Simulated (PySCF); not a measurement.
Vertical excitations of a molecule C2H10OSi3 from TDA-PBE/def2-SVPD run with PySCF 2.14.0, as energy in eV (oscillator strength): 4.04 (0.012), 4.80 (0.004), 5.06 (0.004), 5.10 (0.033), 5.29 (0.001), 5.46 (0.008). Lowest triplet (TDA): 3.45 eV. Geometry optimised at B3LYP-D3(BJ)/def2-SVP. The values are those of a single conformer.

Q: Identify the compound among the candidates.
A. C[SiH2][Si@@H]1C[SiH2]O1
B. O=CC[SiH]([SiH3])[SiH3]
C. [SiH3][Si@@H]1OCC[SiH2]1
D. O=CC[SiH2][SiH2][SiH3]

A: D, O=CC[SiH2][SiH2][SiH3]
